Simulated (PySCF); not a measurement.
Z-matrix (Å, degrees):
```
Mo
O 1 1.9069
H 2 0.9786 1 112.27
O 1 1.9276 2 91.06 3 -174.16
H 4 0.9762 1 115.20 2 79.83
O 1 1.9429 2 155.01 3 36.90
H 6 0.9764 1 112.92 2 35.95
O 1 1.9642 2 78.22 3 -13.56
H 8 0.9768 1 109.22 2 170.72
N 1 1.9900 2 87.29 3 97.88
H 10 1.0248 1 125.31 2 165.69
H 10 1.0256 11 109.46 7 -165.00
N 1 1.9915 2 109.72 3 -93.65
H 13 1.0245 1 119.32 2 87.99
H 13 1.0248 14 109.82 8 -163.69
```
Charge 0, spin multiplicity 1.

### Question
What is the computed dipole moment, HOMO–LUMO gap and charge on the central atom (Mulliken) (PySCF with TPSSh-D3(BJ)/def2-TZVP // TPSS-D3(BJ)/def2-SVP)?

### Answer

| Property | Result |
|---|---|
| dipole moment | 1.40 D |
| HOMO–LUMO gap | 3.46 eV |
| charge on the central atom (Mulliken) | 1.47 e |
